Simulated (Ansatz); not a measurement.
Reaction: BNH4 (SMILES NB) + H+ → BNH5+ (SMILES [NH3+]B)
Each species at its own B3LYP-D3(BJ)/def2-TZVP minimum (Ansatz, a program for electronic structure).

Wanted: proton affinity (electronic), positive where energy is released, in kJ/mol. Open shells are spin-unrestricted; no spin-orbit coupling. CBS(X,Y): correlation extrapolated as X^-3, Hartree-Fock from the larger set (Q,5: extrapolated as (X+1)exp(-9√X)). A bracket is a step between two methods taken in the basis named. The functionals are non-relativistic, so their misses hold any scalar relativity. Double hybrids freeze cores in their MP2 part. '+ core + X2C': CCSD(T) terms for core correlation (cc-pwCVTZ) and scalar relativity (cc-pVTZ-DK).

CCSD(T)/CBS(cc-pVQZ,cc-pV5Z) + [CCSDT(Q) - CCSD(T)]/cc-pVTZ + [CCSDTQ - CCSDT(Q)]/cc-pVDZ + core + X2C (Ansatz) gives 782.4 kJ/mol.

Q: How far off this value is PBE/def2-TZVPD (Ansatz), in which direction, and which of these levels come nearer: r2SCAN/def2-TZVPD, B3LYP/def2-TZVPD, PBE0/def2-TZVPD, wB97M-V/def2-TZVPD, B2PLYP/def2-TZVPD, CCSD(T)/CBS(cc-pVQZ,cc-pV5Z) + core + X2C?

A: PBE gives 768.5 kJ/mol, 13.9 kJ/mol below it. Differences of the others: r2SCAN/def2-TZVPD (Ansatz) -3.9; B3LYP/def2-TZVPD (Ansatz) -4.8; PBE0/def2-TZVPD (Ansatz) -1.0; wB97M-V/def2-TZVPD (Ansatz) -13.4; B2PLYP/def2-TZVPD (Ansatz) -5.0; CCSD(T)/CBS(cc-pVQZ,cc-pV5Z) + core + X2C (Ansatz) 0.3 kJ/mol. Nearer than PBE: r2SCAN/def2-TZVPD, B3LYP/def2-TZVPD, PBE0/def2-TZVPD, wB97M-V/def2-TZVPD, B2PLYP/def2-TZVPD, CCSD(T)/CBS(cc-pVQZ,cc-pV5Z) + core + X2C.
